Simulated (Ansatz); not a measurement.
C$_{3}$H$_{6}$FNSi (`C=N/C(F)=C/[SiH3]`). The species carries charge 0 and has multiplicity 1. Geometry: relaxed with PBE0-D4/def2-TZVP. It is one conformer, not always the lowest.

```xyz
12

C    -1.355   -0.513   -2.365
N    -1.264   -0.739   -1.119
C    -0.277   -0.129   -0.383
F     0.554    0.696   -1.058
C    -0.098   -0.300    0.925
Si    1.245    0.536    1.901
H    -0.685    0.153   -2.912
H    -2.147   -1.011   -2.919
H    -0.804   -0.975    1.393
H     1.104    2.015    1.842
H     2.588    0.170    1.379
H     1.139    0.096    3.315
```

(1) What is the dipole moment at PBE/def2-TZVPP? (Best estimate.)

(2) And with r2SCAN, B3LYP, ωB97M-V? (Estimate.)

(3) Give the Mulliken charges with PBE, ωB97M-V, r2SCAN in def2-TZVPP. (Best estimate.)

Answers

(1) The calculation gave: 1.17 D, with components (-0.48, -0.13, -1.06) D in this frame, pointing from negative to positive charge.

(2) Computed: r2SCAN 1.30 D, B3LYP 1.29 D, ωB97M-V 1.52 D.

(3) Ansatz gave: 
```
atom    PBE  ωB97M-V  r2SCAN
  C1  -0.08    -0.08    0.00
  N2  -0.16    -0.21   -0.26
  C3   0.23     0.29    0.32
  F4  -0.17    -0.21   -0.21
  C5  -0.20    -0.27   -0.25
 Si6   0.23     0.21    0.33
  H7   0.09     0.11    0.09
  H8   0.11     0.12    0.08
  H9   0.10     0.11    0.10
 H10  -0.05    -0.02   -0.07
 H11  -0.05    -0.02   -0.07
 H12  -0.05    -0.03   -0.07
```

B3LYP here is the variant with VWN-RPA as its local correlation; programs differ in this.
